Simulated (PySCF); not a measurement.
Computed IR spectrum (relative IR intensity) of a molecule CH7ClOSi2. Geometry optimised at PBE0-D3(BJ)/def2-SVP. The values are those of a single conformer. Level of theory: PBE0-D3(BJ)/def2-SVP run with PySCF. Frequencies are harmonic and unscaled.

Lines under 2 % of the strongest are left out, and lines within 2 cm⁻¹ are merged.

```tsv
ν (cm⁻¹)	relative intensity
318	2.1
540	9.8
568	8.7
639	12
733	4.9
742	2.0
793	9.7
861	11
898	100
921	9.3
937	12
946	5.5
959	31
1167	48
1271	7.5
2230	15
2238	17
2248	20
2260	25
2306	21
3038	4.2
```

### Question
Identify the compound among the candidates.
(A) CO[Si@@H]([SiH3])Cl
(B) CO[SiH2][SiH2]Cl
(C) [SiH3]CO[SiH2]Cl
(D) C[SiH2]O[SiH2]Cl

### Answer
C, [SiH3]CO[SiH2]Cl
